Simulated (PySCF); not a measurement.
C3H8N2Si, SMILES N[C@@H]1CN=C1[SiH3].

The structure is a stationary point at PBE0-D3(BJ)/def2-SVP. The structure was generated by enumeration; whether it is a known compound was not checked. The values are those of a single conformer.

All values below come from PySCF with PBE/def2-TZVP.

Isolated molecule, no solvent.

Q: Estimate the frontier levels, gap, dipole moment and polarisability. (An estimate is asked for; the answer gives what the named calculation found.)

A: 
* **highest occupied level**: -5.43 eV
* **lowest empty level**: -1.93 eV
* **orbital gap**: 3.50 eV
* **dipole moment**: 2.04 D
* **quadrupole, principal values (traceless, Buckingham form, about the centre of nuclear charge)**: -6.27, 0.99, 5.27 D·Å
* **mean static polarisability**: 79.5 bohr³ (11.79 Å³)
* **polarisability, principal values**: 63.5, 77.3, 97.9 bohr³
